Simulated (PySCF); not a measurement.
HPrS, singlet: molecular constants

Method: PySCF, B3LYP, basis Pr def2-SVP with ECP28, S def2-SVP, H def2-SVP (scalar-relativistic core potentials, no spin–orbit coupling, density fitting).

The structure is a minimum.

```
Point group                                                                   : Cs
Bond lengths                                                                  : Pr–H 2.064 Å, Pr–S 2.331 Å
Bond angles                                                                   : H–Pr–S 106.3°
Principal polarisabilities                                                    : 37.7, 59.0, 94.3 bohr³
Dipole moment                                                                 : 7.59 D
Zero-point energy                                                             : 13.0 kJ/mol
Principal quadrupole moments (Buckingham, traceless) about the centre of mass : -14.23, 1.86, 12.37 D Å
Lowest empty level                                                            : -2.35 eV
Entropy at 298.15 K and 1 bar                                                 : 276.7 J/(mol K)
Enthalpy at 298.15 K above 0 K                                                : 11.53 kJ/mol
Rotational constants                                                          : 4.316, 0.1182, 0.115 cm⁻¹
Highest occupied level                                                        : -5.74 eV
Heat capacity Cp at 298.15 K                                                  : 45.9 J/(mol K)
Rotational symmetry number                                                    : 1
```

Harmonic modes (masses in u: Pr 140.908, S 31.972, H 1.008):
| symmetry | ω (cm⁻¹) | IR (km/mol) | type |
| --- | --- | --- | --- |
| a' | 354 | 101 | bend |
| a' | 469 | 126 | mixed |
| a' | 1348 | 516 | stretch |

Charges (e):
```json
{"atom": "Pr1", "Mulliken": "0.69", "Löwdin": "0.31", "polar tensor": "1.32", "Mayer order to Pr1": "–"}
{"atom": "S2", "Mulliken": "-0.41", "Löwdin": "-0.09", "polar tensor": "-0.81", "Mayer order to Pr1": "2.34"}
{"atom": "H3", "Mulliken": "-0.29", "Löwdin": "-0.22", "polar tensor": "-0.51", "Mayer order to Pr1": "0.91"}
```

Mulliken populations on Pr1 (electrons outside its core potential): s 4.36, p 12.19, d 11.53, f 2.22.

Other isomers or separated fragments may lie lower. At this level a triplet minimum of Cs symmetry lies 160 kJ/mol below this structure. At the minimum of this search the closed-shell solution is unstable towards spin polarisation, so a lower open-shell solution exists.

The final relaxation and frequency run took about 2.5 core-minutes on a shared host.
